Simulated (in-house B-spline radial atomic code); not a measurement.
# Ionising As³¹⁺ with different functionals

Computed with a radial B-spline atomic code at the basis-set limit: four-component Dirac-Coulomb Hamiltonian, Fermi nucleus of rms radius 4.0968 fm, spin-restricted, spherical fractional occupations for the functionals. The ionisation energy is the difference of two self-consistent energies, 1s2 → 1s1, without Breit or QED terms; ε is the level of the shell that loses the electron (mean over j).

```csv
method,rung,ΔSCF (eV),-ε(1s) (eV)
relativistic LDA,LDA,?,?
LDA PW92,LDA,?,?
PBEsol,GGA,14499.0,14246.3
PW91,GGA,14512.3,14259.3
```

What does relativistic LDA give?

ΔSCF 14455.1 eV, and -ε(1s) = 14196.2 eV.

What does LDA PW92 give?

ΔSCF 14482.2 eV, and -ε(1s) = 14231.1 eV.

How do they compare with the NIST value?

NIST lists 14447.680 eV ± 0.0025 (tabulated theory, ground level to ground level). Errors run from +7.4 to +64.6 eV; relativistic LDA is closest (+7.4 eV), but part of that can be cancellation, since the calculations leave out Breit-QED terms, spin polarisation.
